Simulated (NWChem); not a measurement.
Species: CHClFNOSi; SMILES N#CO[Si@@H](F)Cl

```xyz
7

N      0.2667    -3.2750    -0.1125
C      0.3708    -2.1352     0.0782
O      0.5179    -0.8810     0.3051
Si    -0.3608     0.3954    -0.3689
F     -1.7667     0.4564     0.3956
Cl     0.7174     2.0529     0.0365
H     -0.5740     0.1534    -1.8027
```
Atoms are numbered in this order, from 1.

Level: PBE0/def2-SVP (NWChem), optimised geometry, unscaled harmonic frequencies. 

### Question
List the harmonic frequencies with IR intensities, and the thermochemistry.

### Answer
```csv
frequency (cm⁻¹),IR intensity (km/mol)
30,2.9
96,6.2
200,2.1
261,12.7
327,26.7
508,1.7
515,11.1
606,74.7
730,115.4
821,266.7
829,41.1
961,194.7
1237,295.6
2369,47.3
2447,276.7
```

zero-point energy: 17.1 kcal/mol
thermal correction to the enthalpy at 298.15 K (with zero-point energy): 21.9 kcal/mol
heat capacity Cv: 21.2 cal/(mol K)
entropy at 298.15 K and 1 atm (symmetry number 1): 85.4 cal/(mol K)
dipole moment: 3.74 D

Rigid rotor and harmonic oscillator; modes under 100 cm⁻¹ make the entropy uncertain.
